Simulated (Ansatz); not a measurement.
Basis-set extrapolation for `[CH3][Al]1[O][CH]1[SiH3]` (PBE0-D4/def2-TZVP geometry, frozen core, Ansatz). Multiplicity 1, RHF reference.

```json
{"": "HF", "def2-TZVPP": "-685.578397", "def2-QZVPP": "-685.601960"}
{"": "MP2 correlation", "def2-TZVPP": "-0.783560", "def2-QZVPP": "-0.839185"}
{"": "CCSD(T) correlation", "def2-TZVPP": "-0.862439", "def2-QZVPP": "not run"}
```

Energies in hartree. Use E(X) = E(∞) + A·exp(−7.88·√X) for Hartree–Fock and E(X) = E(∞) + B·X^(−2.97) for correlation, with X = 3 and 4, and add CCSD(T) minus MP2 of the smaller set to the MP2 limit.

Question: What is the CCSD(T) energy at the basis-set limit?

Answer: HF limit: -685.601960 + (-0.023563) × 0.13774 = -685.60521. MP2 limit: -0.839185 + (-0.055625) × 0.74074 = -0.88039. Higher-order term: -0.862439 − (-0.783560) = -0.07888. Total: -686.56448 hartree, 3.36 eV below CCSD(T)/def2-TZVPP.
